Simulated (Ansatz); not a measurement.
Ideal-gas functions of ClFGe2H2O, SMILES `[F][Ge@H]1[O][Ge@H]1[Cl]` at 298.15 K and 1 bar, from an Ansatz frequency run at PBE0-D4/def2-TZVP.

Molar mass 217.69 g/mol, point group C1 (symmetry number 1), electronic degeneracy 1, moments of inertia 143.248, 491.477, 579.563 u Å². Harmonic wavenumbers (cm⁻¹, unscaled): 80, 120, 165, 241, 302, 373, 448, 609, 646, 700, 713, 731, 765, 2163, 2168.

Use S(trans) = R[1.5 ln M + 2.5 ln T − 1.1517]; rotational temperatures θ = 24.2544 K / I; S(rot) = R[ln(√π/σ · √(T³/θAθBθC)) + 1.5]; for each mode x = 1.438777 ν̃/T, S = R[x/(eˣ − 1) − ln(1 − e⁻ˣ)] and H = RT x/(eˣ − 1); 1 cm⁻¹ = 0.0119627 kJ/mol; R = 8.31446 J/(mol·K).

Question: By hand: the entropy, in J/(mol·K).

Answer: Translation 176.0. Rotation: θ = 0.1693, 0.0494, 0.0418 K, giving 121.4. Vibration, mode by mode: 16.28, 12.97, 10.43, 7.51, 5.88, 4.47, 3.35, 1.82, 1.58, 1.28, 1.22, 1.14, 0.99, 0.00, 0.00, in all 68.9. Electronic 0.0. Sum 366.3 J/(mol·K).

Question: By hand: H − E and G − E in kJ/mol, counted from the electronic energy.

Answer: Zero-point energy ½ × 10224 × 0.0119627 = 61.2; thermal vibration 11.3; translation, rotation and pV give 4 RT = 9.9. H − E = 82.4 kJ/mol, and G − E = 82.4 − 298.15 × 366.3/1000 = -26.8 kJ/mol.

Vibration gives 19 % of the entropy, 29.3 J/(mol·K) of it from the modes under 150 cm⁻¹: soft modes count most, and the harmonic formula is weakest for them. The sum counts one conformer and one mirror image; others add a mixing term.
